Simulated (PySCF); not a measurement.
**Trend along the second period: MS molecules**

CCSD(T) with triple-zeta basis sets in PySCF, for the lowest determinant that a PBE0 search found; no spin–orbit coupling. De refers to high-spin ground-configuration atoms.

```json
{"M": "Li", "basis": "x2c-TZVPPall", "reference, frozen orbitals": "UHF, 5", "state (unpaired electrons)": "doublet (π ↑)", "Re (Å)": "2.157", "ωe (cm⁻¹)": "584", "De (eV)": "2.96"}
{"M": "Be", "basis": "x2c-TZVPPall", "reference, frozen orbitals": "RHF, 5", "state (unpaired electrons)": "singlet (closed shell)", "Re (Å)": "1.768", "ωe (cm⁻¹)": "959", "De (eV)": "2.82"}
{"M": "B", "basis": "x2c-TZVPPall", "reference, frozen orbitals": "ROHF, 6", "state (unpaired electrons)": "doublet (σ ↑)", "Re (Å)": "1.620", "ωe (cm⁻¹)": "1172", "De (eV)": "5.57"}
{"M": "C", "basis": "x2c-TZVPPall", "reference, frozen orbitals": "RHF, 6", "state (unpaired electrons)": "singlet (closed shell)", "Re (Å)": "1.543", "ωe (cm⁻¹)": "1278", "De (eV)": "7.12"}
{"M": "N", "basis": "x2c-TZVPPall", "reference, frozen orbitals": "ROHF, 6", "state (unpaired electrons)": "doublet (π ↑)", "Re (Å)": "1.504", "ωe (cm⁻¹)": "1212", "De (eV)": "4.49"}
{"M": "O", "basis": "x2c-TZVPPall", "reference, frozen orbitals": "ROHF, 6", "state (unpaired electrons)": "triplet (π ↑↑)", "Re (Å)": "1.493", "ωe (cm⁻¹)": "1144", "De (eV)": "5.07"}
{"M": "F", "basis": "x2c-TZVPPall", "reference, frozen orbitals": "UHF, 6", "state (unpaired electrons)": "doublet (π ↑)", "Re (Å)": "1.606", "ωe (cm⁻¹)": "836", "De (eV)": "3.37"}
```

The shortest bond is that of SO (1.493 Å), the longest that of LiS (2.157 Å).

The state changes along the series, so neighbouring rows are not always alike in their bonding.

Correlated steps freeze the inner cores (5 to 6 orbitals); shallow outer-core shells are correlated. UHF and ROHF references stand side by side, which adds small steps between rows. Where the molecule has an RHF reference, its open-shell atoms are computed with UHF. The CCSD T1 diagnostic is raised in BeS, CS, a sign that a single reference may not be enough there. States were picked by a PBE0 search and need not be the measured ground states.
